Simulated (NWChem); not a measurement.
CH₃ClOSi; SMILES O=C[SiH2]Cl

```xyz
7

O      0.1607    -2.5572     0.0000
C      0.5933    -1.4195     0.0000
Si    -0.6828     0.0455     0.0000
Cl     0.3092     1.8777     0.0000
H      1.7106    -1.2093     0.0000
H     -1.5310    -0.0747    -1.2310
H     -1.5310    -0.0747     1.2310
```
Atoms are numbered in this order, from 1.

Results from NWChem. Pople sets run with spherical d functions. The geometry was optimised at PBE-D3(BJ)/def2-SVP. Level: PBE0/6-31+G*; rows give the wavelength of the field.

```json
[
 {"field": "static", "isotropic polarisability (bohr³)": "50.0", "anisotropy (bohr³)": "23.4", "relative time": "1"},
 {"field": "1065 nm", "isotropic polarisability (bohr³)": "50.5", "anisotropy (bohr³)": "23.7", "relative time": "2"},
 {"field": "589 nm", "isotropic polarisability (bohr³)": "51.8", "anisotropy (bohr³)": "24.3", "relative time": "4"}
]
```

The last column is a rough cost ratio, cheapest run = 1.
